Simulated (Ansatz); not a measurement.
Basis-set extrapolation for C2H6AlN (`C[CH]1[NH][AlH]1`) (PBE0-D4/def2-TZVP geometry, frozen core, Ansatz). Multiplicity 1, RHF reference.

```csv
,def2-TZVPP,def2-QZVPP
HF,-375.598799,-375.612530
MP2 correlation,-0.635469,-0.677637
CCSD(T) correlation,-0.696881,not run
```

Energies in hartree. Use E(X) = E(∞) + A·exp(−7.88·√X) for Hartree–Fock and E(X) = E(∞) + B·X^(−2.97) for correlation, with X = 3 and 4, and add CCSD(T) minus MP2 of the smaller set to the MP2 limit.

**Question.** What is the CCSD(T) energy at the basis-set limit?

**Answer.** HF limit: -375.612530 + (-0.013731) × 0.13774 = -375.61442. MP2 limit: -0.677637 + (-0.042168) × 0.74074 = -0.70887. Higher-order term: -0.696881 − (-0.635469) = -0.06141. Total: -376.38470 hartree, 233.7 kJ/mol below CCSD(T)/def2-TZVPP.
